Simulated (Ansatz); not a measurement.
Program: Ansatz 0.2.0.

`[CH3][SnH2][I]` at its PBE0-D4/def2-TZVP geometry, where that method's forces vanish. The species carries charge 0 and has multiplicity 1. Sn, I: def2 effective core potential.

| atom | x (Å) | y (Å) | z (Å) |
| --- | --- | --- | --- |
| C1 | 0.061 | 0.970 | 0.706 |
| Sn2 | 0.146 | -0.850 | -0.400 |
| I3 | -1.722 | -0.673 | -2.332 |
| H4 | -0.935 | 1.086 | 1.132 |
| H5 | 0.800 | 0.950 | 1.509 |
| H6 | 0.270 | 1.806 | 0.040 |
| H7 | 1.639 | -1.073 | -1.194 |
| H8 | -0.260 | -2.215 | 0.539 |

Question: For each bond, give half the difference of the two atoms' forces along it (eV/Å; positive pushes the atoms apart) under PBE-D4, r2SCAN-D4, B3LYP-D4, ωB97M-V in def2-TZVPP. (An estimate is asked.)

Answer: The calculation gave: 
```json
{"bond": "C1–Sn2", "length (Å)": "2.131", "PBE-D4": "0.07", "r2SCAN-D4": "0.08", "B3LYP-D4": "0.22", "ωB97M-V": "0.01"}
{"bond": "C1–H4", "length (Å)": "1.089", "PBE-D4": "0.09", "r2SCAN-D4": "-0.03", "B3LYP-D4": "-0.08", "ωB97M-V": "-0.04"}
{"bond": "C1–H5", "length (Å)": "1.091", "PBE-D4": "0.09", "r2SCAN-D4": "-0.03", "B3LYP-D4": "-0.09", "ωB97M-V": "-0.04"}
{"bond": "C1–H6", "length (Å)": "1.089", "PBE-D4": "0.09", "r2SCAN-D4": "-0.03", "B3LYP-D4": "-0.08", "ωB97M-V": "-0.04"}
{"bond": "Sn2–I3", "length (Å)": "2.694", "PBE-D4": "0.13", "r2SCAN-D4": "0.05", "B3LYP-D4": "0.20", "ωB97M-V": "-0.05"}
{"bond": "Sn2–H7", "length (Å)": "1.706", "PBE-D4": "0.07", "r2SCAN-D4": "-0.02", "B3LYP-D4": "-0.03", "ωB97M-V": "-0.08"}
{"bond": "Sn2–H8", "length (Å)": "1.706", "PBE-D4": "0.07", "r2SCAN-D4": "-0.02", "B3LYP-D4": "-0.03", "ωB97M-V": "-0.08"}
```

B3LYP here is the variant with VWN-RPA as its local correlation; programs differ in this.
